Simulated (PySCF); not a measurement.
## Dipole moment and polarisability of Sn(vinyl)2(OMe)2

Compound: Sn(vinyl)2(OMe)2, C6H12O2Sn.
Structure used (PBE0-D3(BJ)/def2-SVP), in Å, numbered top down from 1:
```
atom  x, y, z in Å
Sn1    0.3825   -0.1420    0.0994
C2     0.1683    0.1361    2.1900
C3    -0.8206    0.9087    2.6485
H4     0.8594   -0.3576    2.8824
H5    -1.5182    1.4085    1.9672
H6    -0.9717    1.0725    3.7227
C7     2.2214    0.2993   -0.8594
C8     3.0728    1.2049   -0.3714
H9     2.4658   -0.2480   -1.7770
H10    2.8708    1.7689    0.5466
H11    4.0232    1.4311   -0.8706
O12   -1.1115    0.9987   -0.5629
C13   -1.3894    1.1073   -1.9263
H14   -0.5430    1.5229   -2.5100
H15   -2.2449    1.7916   -2.0656
H16   -1.6647    0.1395   -2.3909
O17   -0.0328   -1.9950   -0.4877
C18   -1.2304   -2.6118   -0.1168
H19   -1.4176   -2.5832    0.9755
H20   -1.1918   -3.6743   -0.4136
H21   -2.1147   -2.1622   -0.6096
```

Level: CAM-B3LYP/def2-SVPD (PySCF), static field, nuclei fixed, core orbitals frozen in the response. The polarisability tensor in these axes (au):

```
x   125.84   7.44  -5.43
y     7.44 111.62   5.55
z    -5.43   5.55 118.03
```

Task: What are the eigenvalues, a third of the trace, and Δα (Δα² = ½Σ(αi − αj)² over the three pairs)?

Result: Principal values 104.48, 121.15 and 129.87 au; mean 118.50 au = 17.56 Å³ = 19.54 × 10⁻⁴⁰ C²·m²/J; Δα = 22.34 au (19 % of the mean).

Task: What is the dipole moment, and where does it point?

Result: (1.23, 0.83, 0.97) D, 1.77 D in size, pointing from the negative to the positive side. Measured along this direction, the outermost atoms are H21 and H20 at the negative end and H10 at the positive end.

Task: Refractivity n − 1 of an ideal gas of it at 400 K and 1 atm, from the electronic α?

Result: N = p/kT = 1.8347 × 10¹⁹ cm⁻³, so n − 1 = 2π × N × 17.56 × 10⁻²⁴ cm³ = 2024 × 10⁻⁶ at long wavelengths, for an ideal gas.

Task: Give the principal axes and the span of the nuclei along them.

Result: Largest value along (0.91, 0.29, -0.29), where the nuclei span 6.72 Å; middle along (0.09, 0.55, 0.83), 6.07 Å; least along (-0.39, 0.78, -0.48), 5.49 Å. The response follows the extents in order.

Task: Rayleigh depolarisation ratio (linearly polarised light, static tensor)?

Result: ρ = 3Δα²/(45ᾱ² + 4Δα²) = 1496.6/(631888 + 1995.5) = 0.00236.

The structure is a single PBE0-D3(BJ)/def2-SVP conformer in the gas phase; no vibrational or solvent corrections. Atoms past krypton carry effective core potentials; spin–orbit coupling is left out.
